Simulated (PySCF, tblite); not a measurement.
Isomers of C2H9N3Si2. Calculated harmonic vibrations of the isolated species, GFN2-xTB (tblite), most abundant isotopes, no scaling. This tight-binding method is rough: wavenumbers can miss measured ones by several per cent, in bad cases by 10 to 20. Modes of hydrogen on silicon can be 10 to 20 % off. One conformer each.

Electronic energies: PBE0/pcSseg-1 single points on the GFN2-xTB geometries (PySCF, gas phase).

| SMILES | electronic energy, lowest = 0 (kcal/mol) |
| --- | --- |
| N#C[Si@@H](N)CN[SiH3] | 24.3 |
| CN[SiH2][Si@H](N)C#N | 24.1 |
| N#CC[Si@H](N)N[SiH3] | 0.0 |

Problem. How do GFN2-xTB zero-point energies change the relative energies?

Solution. 
```
               SMILES  ZPE (kcal/mol)  of it from modes above 1550 cm⁻¹  electronic (kcal/mol)  with ZPE, lowest = 0 (kcal/mol)  lowest mode (cm⁻¹)  rings
 N#CC[Si@H](N)N[SiH3]            68.4                              39.7                    0.0                              0.0                  23      0
 CN[SiH2][Si@H](N)C#N            70.2                              40.1                   24.1                             25.9                  18      0
N#C[Si@@H](N)CN[SiH3]            68.6                              39.3                   24.3                             24.5                  34      0
```

The zero-point energies span 1.8 kcal/mol, from `N#CC[Si@H](N)N[SiH3]` to `CN[SiH2][Si@H](N)C#N`. The lowest isomer stays, but the order above it changes.

Problem. And how do the electronic energies of GFN2-xTB itself compare?

Solution. `N#CC[Si@H](N)N[SiH3]` 0.0; `CN[SiH2][Si@H](N)C#N` 34.9; `N#C[Si@@H](N)CN[SiH3]` 31.0 kcal/mol, lowest = 0. Against the energies above, taken from the same isomer `N#CC[Si@H](N)N[SiH3]`, the largest difference is 10.8 kcal/mol.
